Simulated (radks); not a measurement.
Results of a calculation; reference values are marked as such.
Question: Coherent X-ray form factor from a spherical all-electron density. Code: a radial shooting solver on a logarithmic mesh with Libxc functionals. Model: non-relativistic Kohn-Sham, exchange-only PBE, spin-polarised, spherical densities, point nucleus.

sin(theta)/lambda (1/angstrom)  f0 (electrons)
0.05                                    53.507
0.1                                     50.523
0.15                                    47.155
0.2                                     43.734
0.25                                    40.559
0.3                                     37.755
0.4                                     33.088
0.5                                     29.201
0.6                                     25.854
0.8                                     20.814
1                                       17.647
1.25                                    14.926
1.5                                     12.564
2                                        8.591

The species is in the configuration that NIST lists as its ground one. Which atom or ion scatters so?

Answer: Neutral caesium, [Xe] 6s1. Extrapolating in s^2 from the first two rows gives f0(0) = 54.5, near the electron count 55; among species with that count, the fall with angle is slower the higher Z, and the table is that of Z = 55; from so few rows the species is fixed only to a neighbour or two.
